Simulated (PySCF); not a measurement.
## Excitation energy of S by level of theory

S [Ne] 3s2 3p4 (3P) → S [Ne] 3s2 3p3 4s1 (5S), as a difference of total energies. All numbers are calculated (PySCF 2.14, the non-relativistic Hamiltonian (point nucleus), in aug-cc-pwCVQZ (10s9p7d5f3g, 134 functions)). Correlated levels: valence: [Ne] frozen; valence and next inner shell: 1s2 frozen; nothing frozen. The calculations carry no spin-orbit coupling.

| method | excitation energy (cm⁻¹) | error (cm⁻¹) |
| --- | --- | --- |
| UHF | 48057 | -4371 |
| LDA | 54112 | +1684 |
| PBE | 53819 | +1391 |
| PBE0 | 54243 | +1815 |
| r2SCAN | 55208 | +2780 |
| PW91 | 54169 | +1741 |
| PBEsol | 53778 | +1350 |
| BHandHLYP | 55464 | +3036 |
| MP2 (valence) | 52471 | +43 |
| SCS-MP2 (valence) | 54267 | +1839 |
| MP2 (valence and next inner shell) | 52489 | +61 |
| SCS-MP2 (valence and next inner shell) | 54257 | +1829 |
| MP2 (all electrons) | 52507 | +79 |
| SCS-MP2 (all electrons) | 54267 | +1839 |

Reference: 52428 cm⁻¹ (measured; NIST levels, between the centres of gravity of the two terms).

The promoted electron is Rydberg-like, and one or two diffuse shells describe it only roughly, which tends to raise the upper state.
